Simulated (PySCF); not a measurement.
BFH4O3Si, SMILES OB(O)O[SiH2]F. Coordinates come from a PBE-D3(BJ)/def2-SVP optimisation. This is a generated structure with no PubChem entry under its InChIKey; it may be hypothetical. The values are those of a single conformer.

Computed equilibrium geometry at PBE-D3(BJ)/def2-SVP (PySCF confirms it by a frequency run) as a Z-matrix (one conformer of several):
```
O
B 1 1.4003
O 2 1.3659 1 118.92
H 3 0.9728 2 110.36 1 -1.54
O 2 1.3695 3 117.46 4 178.90
H 5 0.9721 2 113.17 3 178.19
Si 1 1.6593 2 134.31 3 167.74
F 7 1.6317 1 109.51 2 -92.19
H 7 1.4906 8 108.29 1 118.18
H 7 1.5042 9 113.40 8 -118.65
```
